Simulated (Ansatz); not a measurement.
CH$_{4}$ClFOSi (SMILES C[Si](O)(F)Cl), singlet, geometry from GFN2-xTB; SC-NEVPT2/6-31G, CASSCF(6,5) (Ansatz, a first-principles code).

The Ansatz input:
Ansatz 0.2 input:
```yaml
crystal:
  periodic: [false, false, false]
  atoms:
    - {symbol: C, position_ang: [1.81735461, -0.21866015, -0.83844100]}
    - {symbol: Si, position_ang: [0.02387902, -0.03582524, -0.30013472]}
    - {symbol: O, position_ang: [-0.80361666, -1.27148829, -0.92179333]}
    - {symbol: F, position_ang: [-0.60863701, 1.31479787, -0.92437027]}
    - {symbol: Cl, position_ang: [-0.24383575, 0.13431794, 1.68462948]}
    - {symbol: H, position_ang: [2.26238760, -1.12210451, -0.43402277]}
    - {symbol: H, position_ang: [2.41651681, 0.62433788, -0.50661122]}
    - {symbol: H, position_ang: [1.88658865, -0.27153849, -1.92037907]}
    - {symbol: H, position_ang: [-1.75205276, -1.36186000, -0.85147704]}
basis:
  gaussian:
    orbitals: 6-31G
magnetization: {spin_polarized: false}
correlation: {method: sc_nevpt2, electrons: all, active_space: {window: {electrons: 6, orbitals: 5}}}
```

It wrote (shortened):

```
Functional definition: HF
685 factors; integrals over basis functions are off by at most 2.9e-4 eV
mean field evaluation 1: about -26199.0382 eV, gradient 3.9e1 eV
mean field evaluation 2: about -26199.0419 eV, gradient 3.9e1 eV
mean field evaluation 4: about -26202.1475 eV, gradient 2.4e0 eV
mean field evaluation 8: about -26202.1671 eV, gradient 1.0e-4 eV
mean field -26202.16712701 eV, -962.9118814509 hartree, gradient 2.6e-6 eV, S^2 0.000000; 0 other end points of the search recorded, 0 dependent functions left out
reference -26202.16712701 eV, -962.9118814509 hartree; 29, 29 occupied and 32, 32 virtual orbitals, 685 factors
state -26203.47839372 eV, -962.9600696135 hartree
state -26203.47839372 eV, -962.9600696135 hartree; corrected -26213.78866391 eV, -963.3389650547 hartree
state -26202.69744187 eV, -962.9313701624 hartree
state -26202.69744187 eV, -962.9313701624 hartree; corrected -26213.85978493 eV, -963.3415787039 hartree
state -26202.69744187 eV, -962.9313701624 hartree; corrected -26213.85978493 eV, -963.3415787039 hartree
the orbitals are reached from a further start. From the first start the search ends at -26203.47838284 eV, -962.9600692138 hartree
WARN: the results are in doubt because another end's mean lies 0.781 eV lower, and its corrected mean 0.071 eV higher
Total energy: -26213.85978493 eV, -963.3415787039 hartree
In doubt: another end's mean lies 0.781 eV lower, and its corrected mean 0.071 eV higher
```
